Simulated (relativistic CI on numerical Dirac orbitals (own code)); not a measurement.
## Ligand-field terms of d4

Computed with a parametric ligand-field model of a d^n configuration (Racah B and C, spin-orbit zeta, crystal field), exact diagonalisation.

Field parameters in Wybourne normalisation: Oh B⁴₀ = 21Dq, B⁴₄ = √(5/14) B⁴₀; Td as Oh with Dq negative (B⁴₀ = 21Dq, B⁴₄ = √(5/14) B⁴₀). The field is a parameter set, without covalency.

**Question.** Ground term and bands for B = 1010, C = 5230, ζ = 0 cm⁻¹, Oh, 10Dq = 13900 cm⁻¹?

**Answer.** Ground term 5E with 1.00 electrons in the two orbitals of the cubic e set. Spin-allowed: 5T2 13900 cm⁻¹ (719 nm). Lowest spin-forbidden: 3T1 15459 cm⁻¹ (647 nm), 3E 25863 cm⁻¹ (387 nm), 3T1 27405 cm⁻¹ (365 nm).

**Question.** Ground term and bands for B = 870, C = 4190, ζ = 0 cm⁻¹, Td, 10Dq = -6600 cm⁻¹?

**Answer.** Ground term 5T2 with 2.00 electrons in the two orbitals of the cubic e set. Spin-allowed: 5E 6600 cm⁻¹ (1515 nm). Lowest spin-forbidden: 3T1 16017 cm⁻¹ (624 nm), 3T2 18655 cm⁻¹ (536 nm), 1A1 20403 cm⁻¹ (490 nm).

**Question.** Ground term and bands for B = 900, C = 3920, ζ = 0 cm⁻¹, Oh, 10Dq = 17700 cm⁻¹?

**Answer.** Ground term 5E with 1.00 electrons in the two orbitals of the cubic e set. Spin-allowed: 5T2 17700 cm⁻¹ (565 nm). Lowest spin-forbidden: 3T1 5500 cm⁻¹ (1818 nm), 1T2 16246 cm⁻¹ (616 nm), 1E 17447 cm⁻¹ (573 nm).

**Question.** A d4 ion in Oh symmetry has the ground term 3T1 and bands at 1T2 5232 cm⁻¹ (1911 nm), 1E 5563 cm⁻¹ (1798 nm), 1A1 12489 cm⁻¹ (801 nm), 3E 28597 cm⁻¹ (350 nm), 3T1 29053 cm⁻¹ (344 nm), 3T2 29508 cm⁻¹ (339 nm), 3A1 29940 cm⁻¹ (334 nm). Which parameters reproduce them?

**Answer.** B = 350, C = 1780, ζ = 0 cm⁻¹, Oh, 10Dq = 30400 cm⁻¹.

**Question.** Ground term and bands for B = 770, C = 2960, ζ = 0 cm⁻¹, Td, 10Dq = -9250 cm⁻¹?

**Answer.** Ground term 5T2 with 2.00 electrons in the two orbitals of the cubic e set. Spin-allowed: 5E 9250 cm⁻¹ (1081 nm). Lowest spin-forbidden: 1A1 6532 cm⁻¹ (1531 nm), 3T1 7712 cm⁻¹ (1297 nm), 3T2 11148 cm⁻¹ (897 nm).
